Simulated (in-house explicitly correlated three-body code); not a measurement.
Computed with an exponentially correlated three-body code. Model: two electrons around a point charge, non-relativistic, variational in 260 exponentially correlated functions (energies converged to about 1e-7 hartree, or 1e-8 relative for large Z).

Command:
```bash
python run_hyl.py task.json out
```
Settings (lengths in bohr, energies in hartree):
```
Z                      2
nuclear_mass           10969.76
interaction_strength   1
functions              260
states_tried           13
```

Time taken, with all properties: 66 s on 1 thread of Arm Neoverse N1 (shared host).

**Those bound S and P states to n = 4 that converged, binding against the one-electron ion.**

Given: nuclear charge 2; mass of the centre 10970 electron masses.

Computed: one-electron threshold -1.9998177 hartree.

```tsv
term	energy (hartree)	binding (eV)
1 1S	-2.9034452	24.589
2 3S	-2.17503043	4.7678
2 1S	-2.14577757	3.9718
2 3P	-2.13297564	3.6234
2 1P	-2.1236453	3.3695
3 3S	-2.06850033	1.8689
3 1S	-2.06108386	1.6671
3 3P	?	?
3 1P	-2.0549577	1.5004
4 3S	?	?
4 1S	-2.03340109	0.91385
4 3P	-2.03213974	0.87953
4 1P	-2.03088393	0.84536
```

**Question.** What belongs in the row 3 3P?

**Answer.** energy (hartree): -2.05789516; binding (eV): 1.5804.

**Question.** What belongs in the row 4 3S?

**Answer.** energy (hartree): -2.03632637; binding (eV): 0.99345.

**Converged states only, values per electron or pair.**

```csv
term,mean r (bohr),mean r squared (bohr²),mean inverse r (1/bohr),mean r12 (bohr),mean inverse r12 (1/bohr),mean cosine,mean p1 dot p2 (bohr⁻²),delta r1 (bohr⁻³),delta r12 (bohr⁻³)
1 1S,0.92956,1.1937,1.6882,1.4222,0.94574,-0.064171,0.15895,1.8099,0.10632
2 3S,2.5507,11.466,1.1546,4.4479,0.26817,-0.015826,0.0074303,1.32,-
2 1S,?,?,?,?,?,?,?,?,?
2 3P,2.6741,13.213,1.1331,4.7001,0.26663,-0.036714,-0.064597,1.2585,-
2 1P,2.9111,15.77,1.1231,5.139,0.24499,-0.0047638,0.046006,1.274,0.00073473
3 3S,5.8565,68.721,1.0636,11,0.11731,-0.0042395,0.0018885,1.2847,-
3 1S,6.5123,85.907,1.0584,12.306,0.1115,-0.0043126,0.0026194,1.2828,0.0024331
3 3P,6.3215,82.12,1.0579,11.932,0.11592,-0.010416,-0.018373,1.2688,-
3 1P,6.6803,91.894,1.0549,12.64,0.10958,-0.0011724,0.014537,1.2733,0.00025184
4 3S,10.662,238.62,1.0345,20.594,0.065251,-0.0016838,0.00073779,1.2775,-
4 1S,11.553,281.48,1.0324,22.373,0.062751,-0.0017933,0.0010664,1.2769,0.00099854
4 3P,?,?,?,?,?,?,?,?,-
4 1P,11.949,304.14,1.0309,23.164,0.061854,-0.00046568,0.0062488,1.2731,0.00011137
```

**Question.** What belongs in the row 2 1S?

**Answer.** mean r (bohr): 2.9733; mean r squared (bohr²): 16.092; mean inverse r (1/bohr): 1.1353; mean r12 (bohr): 5.2702; mean inverse r12 (1/bohr): 0.24966; mean cosine: -0.014648; mean p1 dot p2 (bohr⁻²): 0.0094775; delta r1 (bohr⁻³): 1.3091; delta r12 (bohr⁻³): 0.0086479.

**Question.** What belongs in the row 4 3P?

**Answer.** mean r (bohr): 11.47; mean r squared (bohr²): 279.98; mean inverse r (1/bohr): 1.0322; mean r12 (bohr): 22.209; mean inverse r12 (1/bohr): 0.064501; mean cosine: -0.004291; mean p1 dot p2 (bohr⁻²): -0.0075593; delta r1 (bohr⁻³): 1.2711.
